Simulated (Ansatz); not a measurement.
Ansatz (a program for electronic structure) input file for SnOCl, SMILES [O]=[Sn][Cl], multiplicity 2, CAM-B3LYP/def2-TZVPD. The structure is a stationary point at B3LYP-D3(BJ)/def2-TZVP. The def2 effective core potentials stand for the cores of Sn; spin–orbit coupling is left out.

Ansatz 0.2 input:
```yaml
crystal:
  periodic: [false, false, false]
  atoms:
    - {symbol: Sn, position_ang: [0.31926546, -0.46069359, 0.00000000]}
    - {symbol: O, position_ang: [-1.56985119, -1.09222223, 0.00000000]}
    - {symbol: Cl, position_ang: [-0.20026255, 1.86896808, 0.00000000]}
basis:
  gaussian:
    orbitals: def2-TZVPD
hamiltonian:
  xc: {name: CAM-B3LYP}
magnetization: {spin_polarized: true, initial_magnetization: 1}
```

Program output:

```
WARN ansatz: RAYON_NUM_THREADS=1 ignored (pool sized by the plan → 1); use --threads N
Functional definition: CAM-B3LYP
integrals: 0.08 GiB planned
944 factors; their error is unknown
integrals: 0.11 GiB planned
251 factors; integrals over basis functions are off by at most 3.7e-5 eV
mean field: 0.91 GiB planned
mean field evaluation 1: about -20387.9436 eV, gradient 5.4e1 eV
mean field evaluation 2: about -20224.1577 eV, gradient 1.4e2 eV
mean field evaluation 4: about -20400.1506 eV, gradient 1.3e1 eV
mean field evaluation 8: about -20401.4344 eV, gradient 1.5e0 eV
mean field evaluation 16: about -20401.6915 eV, gradient 2.3e-1 eV
mean field evaluation 32: about -20401.7742 eV, gradient 2.6e-5 eV
mean field -20401.77421825 eV, -749.7513737015 hartree, gradient 7.2e-6 eV, S^2 0.757353; 3 other end points of the search recorded, 0 dependent functions left out
reference -20401.77433609 eV, -749.7513780320 hartree; 24, 23 occupied and 118, 119 virtual orbitals, 944 factors
Total energy: -20401.77433609 eV, -749.7513780320 hartree
```

The run converged.

Cost: very roughly 20 core-seconds.
